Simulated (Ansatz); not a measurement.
Reaction (hydrogenolysis of the Si–Cl bond): `F[SiH](Cl)S[SiH2]Cl` + H₂ → `F[SiH2]S[SiH2]Cl` + HCl

Program: Ansatz. Geometries: PBE0-D4/def2-TZVP. ΔE: electronic, gas phase. CCSD(T)/CBS is the MP2 limit (def2-TZVPP, def2-QZVPP) plus CCSD(T) − MP2 in def2-TZVPP, frozen cores. This one scheme is used for every species. Functionals use def2-TZVPP. B3LYP here is the variant with VWN-RPA as its local correlation; programs differ in this. One conformer a species, not always the lowest.

```csv
level,ΔE (kJ/mol),difference from CCSD(T)/CBS
PBE-D4,82.3,2.6
r2SCAN-D4,86.4,6.7
PBE0-D4,80.2,0.5
B3LYP-D4,82.1,2.4
ωB97X-V,78.8,-0.9
ωB97M-V,81.9,2.2
B2PLYP,75.1,-4.6
PBE,74.5,-5.2
r2SCAN,84.4,4.7
PBE0,73.2,-6.5
B3LYP,69.3,-10.4
HF/def2-TZVPP,61.8,-17.9
MP2/def2-TZVPP,84.3,4.6
SCS-MP2/def2-TZVPP,77.0,-2.7
CCSD/def2-TZVPP,69.7,-10.0
CCSD(T)/def2-TZVPP,74.0,-5.7
HF/def2-QZVPP,61.7,-18.0
MP2/def2-QZVPP,87.4,7.7
SCS-MP2/def2-QZVPP,80.0,0.3
HF/CBS(def2),61.6,-18.1
MP2/CBS(def2),89.9,10.2
CCSD/CBS(def2),75.4,-4.3
CCSD(T)/CBS,79.7,0
```

Largest T1 diagnostic among the species: 0.011.

The D4 term adds +12.8 kJ/mol with B3LYP and +7.0 kJ/mol with PBE0; it sums over pairs of atoms, weighted by their polarisabilities, and B3LYP, whose exchange is more repulsive, gets the larger term. In def2-TZVPP, CCSD(T) changes the Hartree–Fock value by +12.2 kJ/mol (the triples alone add +4.3 kJ/mol) and MP2 by +22.4 kJ/mol.
